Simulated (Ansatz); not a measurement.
**doublet Sc: levels of theory in one basis**

A single Sc atom.

Basis set: 6-31G (spherical functions). Left uncorrelated: 5 orbitals. Correlation on ROHF uses semicanonical orbitals with singles. Charge 0, multiplicity 2.

Computed with Ansatz (development build ahead of 0.2.0); each method stands on the lowest determinant of its kind that the runs found.

```csv
method,E − E(ROHF) (eV),<S²> of the determinant
ROHF,0.00,0.75
UHF,-0.01,0.80
ROHF-MP2,-4.21,–
UHF-MP2,-4.18,0.80
```

(1) Is a single determinant a sound starting point here?

Answers

(1) By this sign, yes. Unrestricted orbitals gain 0.01 eV and <S²> is 0.80 against 0.75 for a pure state.
